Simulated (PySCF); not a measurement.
## Electron correlation in N (nitrogen, neutral)

[He] 2s2 2p3, high-spin 4S determinant. Computed with PySCF 2.14 in aug-cc-pwCVDZ (5s4p2d, 27 functions), with no relativity, point nucleus. Frozen: nothing; 7 electrons correlated.

| level | correlation energy (mhartree) |
| --- | --- |
| CCSD | -126.10 |
| (T) | -1.47 |
| CCSD(T) | -127.57 |
| CCSDT | -127.82 |

Diagnostics: T1 = 0.0065, D1 = 0.0117, largest double amplitude 0.028.

Cost of the coupled-cluster step: of the order of 0.4 core-seconds, for 7 correlated electrons.

Iterations:

```
CC2 = 0
CCSD nocc = (np.int64(5), np.int64(2)), nmo = (27, 27)
frozen orbitals [[], []]
max_cycle = 100
direct = 0
conv_tol = 1e-08
conv_tol_normt = 1e-06
diis_space = 8
diis_start_cycle = 0
Init t2, MP2 energy = -0.107788874737699
Init E_corr(UCCSD) = -0.107788874738576
cycle = 1  E_corr(UCCSD) = -0.121972887608755  dE = -0.0141840129  norm(t1,t2) = 0.0330003
cycle = 2  E_corr(UCCSD) = -0.124772665522903  dE = -0.00279977791  norm(t1,t2) = 0.0120694
cycle = 3  E_corr(UCCSD) = -0.126174077656625  dE = -0.00140141213  norm(t1,t2) = 0.00575167
cycle = 4  E_corr(UCCSD) = -0.126086760278405  dE = 8.73173782e-05  norm(t1,t2) = 0.00122189
cycle = 5  E_corr(UCCSD) = -0.126100815028777  dE = -1.40547504e-05  norm(t1,t2) = 0.000368813
cycle = 6  E_corr(UCCSD) = -0.126103148610475  dE = -2.3335817e-06  norm(t1,t2) = 9.4986e-05
cycle = 7  E_corr(UCCSD) = -0.126103089146101  dE = 5.94643738e-08  norm(t1,t2) = 2.35807e-05
cycle = 8  E_corr(UCCSD) = -0.12610329076971  dE = -2.01623609e-07  norm(t1,t2) = 4.14661e-06
cycle = 9  E_corr(UCCSD) = -0.126103239714019  dE = 5.1055691e-08  norm(t1,t2) = 6.1425e-07
cycle = 10  E_corr(UCCSD) = -0.126103254892762  dE = -1.51787432e-08  norm(t1,t2) = 1.06512e-07
cycle = 11  E_corr(UCCSD) = -0.126103252749368  dE = 2.14339443e-09  norm(t1,t2) = 1.86996e-08
UCCSD converged
E(UCCSD) = -54.51936824728774  E_corr = -0.1261032527493678
UCCSD(T) correction = -0.00146810224407177
```
